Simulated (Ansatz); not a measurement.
`N[CH2][Zn][F]` and `O[CH2][Zn][F]` differ in one atom or group.

Ansatz, PBE0-D4/def2-TZVP geometries, multiplicity 1. Each molecule was computed in one conformer, which needn't be the lowest.

Scalar relativity is left out up to krypton.

| property | `N[CH2][Zn][F]` |
| --- | --- |
| LUMO energy (B3LYP/def2-TZVPP) / eV | -0.85 |
| size of the dipole moment (PBE/def2-TZVPP) / D | 3.65 |
| LUMO energy (ωB97M-V/def2-TZVPP) / eV | 0.99 |
| HOMO energy (PBE/def2-TZVPP) / eV | -5.53 |
| HOMO–LUMO gap (ωB97M-V/def2-TZVPP) / eV | 10.24 |
| HOMO energy (ωB97M-V/def2-TZVPP) / eV | -9.24 |

Q: What does the change do to each property? (Estimate.)

A: The calculation gave: 
```csv
property,`O[CH2][Zn][F]`,shift
LUMO energy (B3LYP/def2-TZVPP) / eV,-1.03,-0.18
size of the dipole moment (PBE/def2-TZVPP) / D,2.72,-0.93
LUMO energy (ωB97M-V/def2-TZVPP) / eV,0.78,-0.21
HOMO energy (PBE/def2-TZVPP) / eV,-5.98,-0.45
HOMO–LUMO gap (ωB97M-V/def2-TZVPP) / eV,10.32,0.08
HOMO energy (ωB97M-V/def2-TZVPP) / eV,-9.55,-0.31
```

With PBE0 the HOMO falls by 0.37 eV and the LUMO falls by 0.18 eV, so the gap widens by about 0.19 eV. PBE moves the HOMO by -0.45 eV and ωB97M-V by -0.31 eV. Dipoles are sizes alone; their direction can turn.

B3LYP here is the variant with VWN-RPA as its local correlation; programs differ in this.
